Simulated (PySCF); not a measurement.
# Ne (neon, neutral) across methods

[Ne], closed-shell 1S. Computed with PySCF 2.14 in aug-cc-pVQZ with one added diffuse shell each of s, p, d, f, g type (7s6p5d4f3g, 105 functions), with no relativity, point nucleus.

```csv
method,E (hartree),mean ε 1s (eV),mean ε 2s (eV),mean ε 2p (eV),Σ⟨r²⟩ (bohr²),⟨S²⟩
M06-2X,-128.9354,-859.53,-44.193,-18.685,9.618,0.000
UHF,-128.54377,-891.83,-52.550,-23.147,9.386,0.000
revPBE,-128.9315,-829.92,-36.324,-13.277,9.830,0.000
PBE,-128.8624,-829.61,-36.296,-13.352,9.839,0.000
r2SCAN,-128.9307,-836.65,-38.279,-13.988,9.642,0.000
r2SCAN0,-128.9198,-850.47,-41.947,-16.476,9.552,0.000
LDA,-128.2292,-824.60,-36.015,-13.559,9.860,0.000
PBE0,-128.8681,-845.22,-40.581,-16.002,9.666,0.000
BHandHLYP,-128.9449,-861.65,-44.788,-18.709,9.583,0.000
```
